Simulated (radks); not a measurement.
Q: These are the eigenvalues of the occupied orbitals of an atom or ion with whole-number occupations (hartree). Method: scalar-relativistic Kohn-Sham, LB94 model potential, spin-polarised, spherical densities, finite nucleus; Fermi nuclear charge, rms radius of each element as measured or else 0.836 A^(1/3) + 0.57 fm; computed with a radial shooting solver on a logarithmic mesh with Libxc functionals.

| orbital | eigenvalue |
|---|---|
| 1s down | -1062.795 |
| 1s up | -1062.435 |
| 2s up | -246.7962 |
| 2s down | -245.1425 |
| 2p up | -236.1661 |

Which element is it, and in what charge state? The configuration may be excited. Open shells, if any, are filled with parallel spins first.

A: Z = 47, silver, charge +41: Ag41+ in [He] 2s2 2p2. The list shows which subshells hold electrons but not how many an open one holds; the 1s level, -1062.8 hartree, gives Z - s = 46.1 by -(Z - s)^2/2, which with screening and relativity narrows Z to a few neighbours, and the depths of the outer levels then fix element, charge and occupations together.
